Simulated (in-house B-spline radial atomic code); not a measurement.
Results of a calculation; reference values are marked as such.
## Ag at several levels of theory

Ground configuration [Kr] 4d10 5s1. All numbers come from a B-spline radial code for spherical atoms, all electrons, at the radial basis limit. Mean-field, RPA, GW and linear-response runs are scalar-relativistic (one-electron X2C), no spin-orbit coupling, without Breit or QED terms, open shells spin-polarised at highest spin; the many-body runs on Dirac-Hartree-Fock orbitals are four-component, and their energies hold both.

RPA overbinds a lone outer s electron by self-correlation, and G0W0 tends to as well.

**Ionisation energy.** The reference is 7.576 eV (NIST, measured).

```json
{"method": "minus the highest LDA VWN5 level", "value (eV)": "4.98", "minus reference (eV)": "-2.59"}
{"method": "LDA VWN5, difference of total energies", "value (eV)": "8.25", "minus reference (eV)": "+0.68"}
{"method": "minus the highest PBE level", "value (eV)": "4.73", "minus reference (eV)": "-2.85"}
{"method": "PBE, difference of total energies", "value (eV)": "7.94", "minus reference (eV)": "+0.37"}
{"method": "G0W0 on PBE", "value (eV)": "7.86", "minus reference (eV)": "+0.29"}
{"method": "exact exchange + RPA on PBE", "value (eV)": "8.09", "minus reference (eV)": "+0.52"}
{"method": "exact exchange + RPA + SOSEX on PBE", "value (eV)": "7.36", "minus reference (eV)": "-0.21"}
{"method": "minus the highest r2SCAN level", "value (eV)": "4.96", "minus reference (eV)": "-2.62"}
{"method": "r2SCAN, difference of total energies", "value (eV)": "7.79", "minus reference (eV)": "+0.21"}
{"method": "minus the highest PBE0 level", "value (eV)": "5.31", "minus reference (eV)": "-2.26"}
{"method": "PBE0, difference of total energies", "value (eV)": "7.63", "minus reference (eV)": "+0.05"}
{"method": "G0W0 on PBE0", "value (eV)": "7.88", "minus reference (eV)": "+0.30"}
{"method": "minus the highest B3LYP (VWN-RPA) level", "value (eV)": "5.29", "minus reference (eV)": "-2.29"}
{"method": "B3LYP (VWN-RPA), difference of total energies", "value (eV)": "7.89", "minus reference (eV)": "+0.32"}
{"method": "minus the highest CAM-B3LYP level", "value (eV)": "6.44", "minus reference (eV)": "-1.14"}
{"method": "minus the highest LC-wPBE level", "value (eV)": "7.30", "minus reference (eV)": "-0.28"}
{"method": "minus the highest Hartree-Fock level", "value (eV)": "6.48", "minus reference (eV)": "-1.09"}
{"method": "Hartree-Fock, difference of total energies", "value (eV)": "6.35", "minus reference (eV)": "-1.22"}
{"method": "G0W0 on Hartree-Fock", "value (eV)": "7.55", "minus reference (eV)": "-0.03"}
{"method": "MP2, difference of total energies", "value (eV)": "7.70", "minus reference (eV)": "+0.12"}
{"method": "Brueckner orbital with screened correlation (5s1/2)", "value (eV)": "7.42", "minus reference (eV)": "-0.16"}
```

Question: Which methods come closest, and which lies farthest off?

Answer: Closest: G0W0 on Hartree-Fock (-0.03 eV) and PBE0, difference of total energies (+0.05 eV). Farthest: minus the highest PBE level (-2.85 eV). The PBE level misses by -2.8 eV while the PBE energy difference misses by +0.37 eV: the semilocal potential lacks the −1/r tail and the energy is convex in the electron number, but total energies at whole numbers are far better.

Run times on one thread of shared hosts: mean field, RPA, SOSEX and G0W0 on PBE, for the atom and its ion, 9.9 s (Intel Xeon Platinum 8488C); Brueckner orbitals with all properties, 300 s (Arm Neoverse N1).
